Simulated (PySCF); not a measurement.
# Dipole response of Ca (calcium, neutral)

[Ar] 4s1 4p1, high-spin 3P determinant (an excited configuration). Computed with PySCF 2.14 in aug-cc-pVDZ-X2C (6s5p3d, 36 functions), with the spin-free X2C one-electron Hamiltonian (Gaussian nucleus). Coupled (time-dependent) response in atomic units; α is the mean over directions. A double-zeta set is small for polarisabilities.

| method | mean α (bohr³) | α xx, yy, zz | C₆ (like pair) | S(−4) |
| --- | --- | --- | --- | --- |
| UHF | 241.1 | 231.4, 260.6, 231.4 | 3313 | 57360 |

S(−4) is the Cauchy moment in α(ω) = α(0) + S(−4) ω² + …

α(iu) at UHF:

| u (hartree) | α(iu) (bohr³) |
| --- | --- |
| 0 | 241.1 |
| 0.0500 | 159.9 |
| 0.100 | 90.53 |
| 0.200 | 38.19 |
| 0.300 | 21.09 |
| 0.500 | 9.879 |
| 0.750 | 5.592 |
| 1.00 | 3.781 |
| 1.50 | 2.132 |
| 2.00 | 1.367 |
| 3.00 | 0.6873 |
| 5.00 | 0.2685 |

A single London oscillator, α(iu) = α/(1 + u²/ω²), gives C₆ = (3/4) ω α². Matching the computed C₆ needs ω = 4 × 3313 / (3 × 241.1²) = 0.0760 hartree.

The components differ because the open shell of this determinant is not spherical; for a pure term their mean is the scalar polarisability.
